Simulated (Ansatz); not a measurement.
The cluster Ge₁₂N. Total charge 0; doublet. Geometry PBE-D4/def2-SVP; atoms count from 1.

```xyz
13

N    -1.2098   -1.7772   -1.6028
Ge    0.6786    0.8423    2.9135
Ge   -2.6359   -1.1911   -0.5408
Ge   -0.9279    0.5783    0.9091
Ge    2.3997    1.4046    0.8443
Ge   -0.8933   -1.6436    2.0252
Ge    0.7905    1.7031   -1.3336
Ge    0.1499   -2.6220   -0.5663
Ge    2.2333   -0.5048   -1.2113
Ge   -1.8038    1.7797   -1.0843
Ge    0.1218    2.9354    1.0143
Ge   -0.4521   -0.3538   -2.6227
Ge    1.5491   -1.1510    1.2556
```

Single mean-field runs in def2-TZVP are fitted with def2-universal-jkfit. The structure comes from a short search, and lower isomers may exist.

(1) Estimate the Mulliken populations from the PBE0/def2-TZVP orbitals of Ansatz.

(2) Where does the spin sit?

(3) And the Mayer bond orders between heavy atoms (over 0.3)?

Answers

(1) 
```json
{"atom": "N1", "charge (e)": "-0.47", "spin (α − β)": "0.00"}
{"atom": "Ge2", "charge (e)": "0.05", "spin (α − β)": "-0.01"}
{"atom": "Ge3", "charge (e)": "0.24", "spin (α − β)": "0.19"}
{"atom": "Ge4", "charge (e)": "-0.06", "spin (α − β)": "-0.04"}
{"atom": "Ge5", "charge (e)": "-0.02", "spin (α − β)": "0.02"}
{"atom": "Ge6", "charge (e)": "-0.04", "spin (α − β)": "0.06"}
{"atom": "Ge7", "charge (e)": "-0.03", "spin (α − β)": "0.29"}
{"atom": "Ge8", "charge (e)": "0.22", "spin (α − β)": "0.07"}
{"atom": "Ge9", "charge (e)": "-0.09", "spin (α − β)": "0.01"}
{"atom": "Ge10", "charge (e)": "-0.04", "spin (α − β)": "0.06"}
{"atom": "Ge11", "charge (e)": "0.05", "spin (α − β)": "-0.01"}
{"atom": "Ge12", "charge (e)": "0.22", "spin (α − β)": "0.07"}
{"atom": "Ge13", "charge (e)": "-0.03", "spin (α − β)": "0.29"}
```
Mulliken values depend strongly on the basis.

(2) Summed by element: N 0.00, Ge 1.00, of 1 unpaired in all. Largest on single atoms: Ge13 0.29, Ge7 0.29, Ge3 0.19.

(3) N1–Ge3 0.98 (1.87 Å); N1–Ge8 0.86 (1.91 Å); N1–Ge12 0.86 (1.91 Å); Ge2–Ge4 0.55 (2.58 Å); Ge2–Ge5 0.50 (2.75 Å); Ge2–Ge6 0.32 (3.07 Å); Ge2–Ge11 0.42 (2.88 Å); Ge2–Ge13 0.46 (2.73 Å); Ge3–Ge4 0.32 (2.85 Å); Ge3–Ge6 0.32 (3.13 Å); Ge3–Ge10 0.32 (3.13 Å); Ge4–Ge6 0.71 (2.49 Å); Ge4–Ge10 0.71 (2.49 Å); Ge4–Ge11 0.55 (2.58 Å); Ge5–Ge7 0.45 (2.72 Å); Ge5–Ge9 0.49 (2.81 Å); Ge5–Ge11 0.50 (2.75 Å); Ge5–Ge13 0.45 (2.72 Å); Ge6–Ge8 0.41 (2.96 Å); Ge6–Ge13 0.60 (2.61 Å); Ge7–Ge9 0.58 (2.64 Å); Ge7–Ge10 0.60 (2.61 Å); Ge7–Ge11 0.46 (2.73 Å); Ge7–Ge12 0.44 (2.73 Å); Ge8–Ge9 0.38 (3.04 Å); Ge8–Ge13 0.44 (2.73 Å); Ge9–Ge12 0.38 (3.04 Å); Ge9–Ge13 0.58 (2.64 Å); Ge10–Ge11 0.32 (3.07 Å); Ge10–Ge12 0.41 (2.96 Å).
